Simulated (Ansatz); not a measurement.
Geometry optimisation, Ansatz 0.2.0, RKS PBE/def2-SVP.

The input (input.yaml):

```yaml
crystal:
  periodic: [false, false, false]
  atoms:
    - { symbol: O, position_ang: [0.4817, 1.1112, -0.545] }
    - { symbol: C, position_ang: [0.0008, -0.0258, 0.036] }
    - { symbol: O, position_ang: [0.4508, -0.3821, 1.2747] }
    - { symbol: Se, position_ang: [-1.1478, -0.9519, -1.0449] }
    - { symbol: H, position_ang: [0.0859, 1.412, -1.4872] }
    - { symbol: H, position_ang: [0.1708, -1.2276, 1.7201] }
basis:
  gaussian: { orbitals: def2-SVP }
hamiltonian:
  xc: pbe
relax:
  f_tol: 0.02
  max_steps: 40
scf:
  lower_state_search: "off"
```

Launched with:

```bash
$ ansatz run input.yaml --threads 1 --pin off --max-ram 2048MiB --backend cpu --events-out ev --progress --plain --runs-dir out
```

Problem. Where does it end, and by what steps?

Solution. It converged. After 6 steps the energy has fallen by 0.919 eV; H6 moved furthest, 0.29 Å.

```tsv
step	energy less start (eV)	largest force component (eV/Å)	accepted
0	0.0000	2.879	yes
1	-0.7529	1.310	yes
2	-0.8293	1.183	yes
3	-0.8883	1.154	yes
4	-0.9182	0.056	yes
5	-0.9185	0.025	yes
6	-0.9185	0.001	yes
```

```xyz
6
Properties=species:S:1:pos:R:3
O 0.510 1.139 -0.443
C 0.005 -0.013 -0.009
O 0.489 -0.285 1.200
Se -1.163 -1.051 -0.925
H 0.119 1.283 -1.331
H 0.082 -1.138 1.463
```

Whether the end is a true minimum wasn't checked by a vibrational analysis.

Run time: 19 s on 1 thread of Arm Neoverse N1, on a shared host, peak memory 0.12 GiB.
